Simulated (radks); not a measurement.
Ni IV, 25 electrons, occupied as [Ar] 3d7.

Calculated with a radial shooting solver on a logarithmic mesh with Libxc functionals: Dirac Kohn-Sham, LDA (Slater exchange, Perdew-Wang correlation), spin-unpolarised, spherical densities, finite nucleus; open shells are shared between the two j in proportion to 2j + 1; Fermi nuclear charge, rms radius 3.7757 fm.

Energy parts (hartree):
total: -1515.70528
kinetic: 1539.63905
electron-nucleus: -3608.00723
Hartree: 612.32345
exchange-correlation: -59.66054

Orbitals (lengths in bohr, moments of r in powers of bohr; r(90%) holds 90 % of the orbital's charge):
1s1/2: occ. 2; eigenvalue (hartree) -302.5744; r(90%) 0.0968
2s1/2: occ. 2; eigenvalue (hartree) -37.48336; r(90%) 0.380
2p1/2: occ. 2; eigenvalue (hartree) -32.92758; r(90%) 0.350
2p3/2: occ. 4; eigenvalue (hartree) -32.28662; r(90%) 0.354
3s1/2: occ. 2; eigenvalue (hartree) -5.51409; r(90%) 1.10
3p1/2: occ. 2; eigenvalue (hartree) -4.12093; r(90%) 1.18
3p3/2: occ. 4; eigenvalue (hartree) -4.03776; r(90%) 1.19
3d3/2: occ. 2.8; eigenvalue (hartree) -1.74746; r(90%) 1.51
3d5/2: occ. 4.2; eigenvalue (hartree) -1.73743; r(90%) 1.52

The highest occupied level is 3d5/2 at -47.278 eV. The density falls to 0.001 e/bohr^3 at r = 2.68 bohr. The electron density at the nucleus is 1.949e+04 e/bohr^3. Summed over all electrons, <r^2> = 13.05 bohr^2, which gives a Langevin (diamagnetic) susceptibility term of -10.3 x 10^-6 cm^3/mol. For comparison, the ionisation energy in NIST's Atomic Spectra Database is 54.9 eV (semi-empirical). In exact Kohn-Sham theory the highest level is minus the ionisation energy, but local and semilocal functionals leave it too shallow, through self-interaction and a potential that decays too fast; potentials with the right tail come closer.

Beside tabulated values, note that spin-unpolarised runs miss the spin-polarisation part of the exchange energy of open shells.
